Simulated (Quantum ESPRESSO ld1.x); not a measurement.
Question: Ti, 22 electrons, occupied as [Ne] 3s2 3p5.75 3d2 4s2 4d0.25 (fractional occupations, a model configuration). Method: scalar-relativistic Kohn-Sham, LDA (Slater exchange, VWN5 correlation), spin-polarised, spherical densities, point nucleus; open shells are filled with parallel spins first; computed with ld1.x of Quantum ESPRESSO 7.5. Some entries of the table are withheld. Estimate them.

orbital,occ.,eigenvalue (hartree),<1/r> (bohr^-1),<r> (bohr)
1s up,1,-178.587,21.76,0.06973
1s down,1,-178.583,21.76,0.06973
2s up,1,-19.8045,4.533,0.3260
2s down,1,-19.7776,4.537,0.3257
2p up,3,-16.4420,4.445,0.2904
2p down,3,-16.4193,4.448,0.2901
3s up,1,-2.42307,1.403,1.005
3s down,1,-2.34595,1.400,1.007
3p up,3,-1.55716,1.274,1.080
3p down,2.75,-1.48193,1.269,1.084
3d up,2,-0.27851,0.9131,1.482
4s up,1,-0.22688,(1),(2)
3d down,0,-0.21468,0.8812,1.572
4s down,1,-0.20725,(3),(4)
4d up,0.25,(5),0.05646,20.63
4d down,0,(6),0.05535,21.04

Answer: 
(1) 4s up <1/r> (bohr^-1): 0.3999
(2) 4s up <r> (bohr): 3.274
(3) 4s down <1/r> (bohr^-1): 0.3823
(4) 4s down <r> (bohr): 3.404
(5) 4d up eigenvalue (hartree): -0.01068
(6) 4d down eigenvalue (hartree): -0.00958
